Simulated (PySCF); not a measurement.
A side-by-side comparison of computed properties.

First species: C₃H₁₂OSSi₂.
InChI=1S/C3H12OSSi2/c1-5-7-4-2-3-6/h2-3,7H2,1,6H3

Second species: C6H5F3O.
Cartesian coordinates in Å at the GFN2-xTB level; atoms count from 1:
```xyz
15
C6H5F3O angstrom
C      3.1948   -0.5840    0.1868
C      1.9103   -0.0002   -0.0680
C      0.8306    0.4929   -0.2847
C     -0.4487    1.0548   -0.5190
O     -0.7482    1.8390   -1.3799
C     -1.5373    0.5233    0.4621
F     -2.2631    1.5628    0.9545
F     -0.9853   -0.0788    1.5489
C     -2.5002   -0.4321   -0.2549
F     -1.8002   -1.3779   -0.9449
H      3.7378    0.0409    0.8957
H      3.0722   -1.5778    0.6153
H      3.7664   -0.6502   -0.7381
H     -3.1348   -0.9455    0.4747
H     -3.0986    0.1409   -0.9703
```

Levels: PBE0/pcSseg-1 for dipole moment, HOMO energy, LUMO energy and HOMO–LUMO gap; GFN2-xTB for rotational constant A and rotational constant C. Geometries: GFN2-xTB. Each structure is a single optimised conformer of the isolated species, non-relativistic unless stated. Electronic properties by PySCF.

Dipoles, sizes and rotational constants follow the conformer. The torsions of the flexible species, by atom-mapped SMILES:
- `[CH3:1][S:2][SiH2:3][O:4][CH2:5][CH2:6][SiH3:7]`: C1–S2–Si3–O4 -178°, S2–Si3–O4–C5 -173°, Si3–O4–C5–C6 128°, O4–C5–C6–Si7 -60°
- `[CH3:1][C:2]#[C:3][C:4](=[O:5])[C:6]([F:7])([F:8])[CH2:9][F:10]`: C3–C4–C6–F7 133°, C4–C6–C9–F10 50°

Values for the first species:

| Property | Result |
| --- | --- |
| Dipole moment | 2.11 D |
| HOMO energy | -6.74 eV |
| LUMO energy | -0.04 eV |
| HOMO–LUMO gap | 6.70 eV |
| Rotational constant A | 2.869 GHz |
| Rotational constant C | 0.575 GHz |

Problem. Estimate the same properties for the second species, and the change in each.

Solution. 
| property | first | second | second less first |
| --- | --- | --- | --- |
| dipole moment | 2.11 D | 3.13 D | +1.02 D |
| HOMO energy | -6.74 eV | -8.21 eV | -1.47 eV |
| LUMO energy | -0.04 eV | -2.25 eV | -2.21 eV |
| HOMO–LUMO gap | 6.70 eV | 5.96 eV | -0.74 eV |
| rotational constant A | 2.869 GHz | 1.867 GHz | -1.002 GHz |
| rotational constant C | 0.575 GHz | 0.802 GHz | +0.227 GHz |

On the first: In atomic units the dipole is 0.83 e·bohr (1 au = 2.5417 D). A dipole of 2.11 D is allowed in C1, and pure rotational transitions are dipole-allowed.

On the second: In atomic units the dipole is 1.23 e·bohr (1 au = 2.5417 D). GFN2-xTB frequencies show an imaginary mode (23i cm⁻¹), so this geometry is no minimum at that level.
